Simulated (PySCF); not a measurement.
## Er(NO3)3 at several levels of theory

Computed with PySCF 2.14.0 (density fitting, no spin-orbit coupling) at the geometry relaxed with PBE0:

```xyz
13
Er(NO3)3 (singlet in the valence; each metal's 4f electrons, 11 of them, lie in its core potential, out of spins and levels)
Er    0.0000    0.0000    0.0000
O     2.0312   -0.2413    1.0426
O     2.0312    0.2413   -1.0426
N     2.7351    0.0000    0.0000
O     3.9145    0.0000    0.0000
O    -0.8066    1.8797    1.0426
O    -1.2246    1.6384   -1.0426
N    -1.3675    2.3687    0.0000
O    -1.9572    3.3901    0.0000
O    -1.2246   -1.6384    1.0426
O    -0.8066   -1.8797   -1.0426
N    -1.3676   -2.3687    0.0000
O    -1.9573   -3.3900    0.0000
```

| level | basis | state | HOMO (eV) | gap (eV) | charge on Er1 (e) | population of f-type functions on Er1 (polarisation alone where 4f lies in the core) | dipole about the centre of mass (D) | largest force component (eV/Å) |
| --- | --- | --- | --- | --- | --- | --- | --- | --- |
| PBE0 | Er lcecp-1-SVP with ECP57, O def2-SVP, N def2-SVP | singlet | -9.54 | 6.67 | 1.33 | 0.06 | 0.00 | 0.01 |
| PBE | the same | singlet | -7.54 | 3.84 | 1.09 | 0.06 | 0.00 | 1.82 |
| BP86 | the same | singlet | -7.68 | 3.86 | 1.11 | 0.06 | 0.00 | 2.04 |
| M06-L | the same | singlet | -8.11 | 4.44 | 1.46 | 0.05 | 0.00 | 0.78 |

In the lcecp rows the 4f levels are missing from HOMO and gap, and the state counts the valence alone.

Charges are Mulliken's, which hang on the basis. The relaxation used the grid (50, 194), these runs (75, 302) or, all-electron (x2c bases, spin-free X2C Hamiltonian), (99, 590).

Q: What does r2SCAN with Er lcecp-1-SVP with ECP57, O def2-SVP, N def2-SVP give here?

A: state singlet, HOMO (eV) -8.11, gap (eV) 4.36, charge on Er1 (e) 1.30, population of f-type functions on Er1 (polarisation alone where 4f lies in the core) 0.05, dipole about the centre of mass (D) 0.00, largest force component (eV/Å) 0.91. Time: 18 s on 4 threads of Arm Neoverse V2, with other jobs on the host, from an already converged density.

In the first row's basis the gap widens with exact exchange: 3.8 to 4.4 eV for PBE, BP86, r2SCAN, M06-L (none); 6.7 eV for PBE0 (a fixed share).

An lcecp potential fixes the number of 4f electrons, so in runs with it no electron can move into or out of that shell.
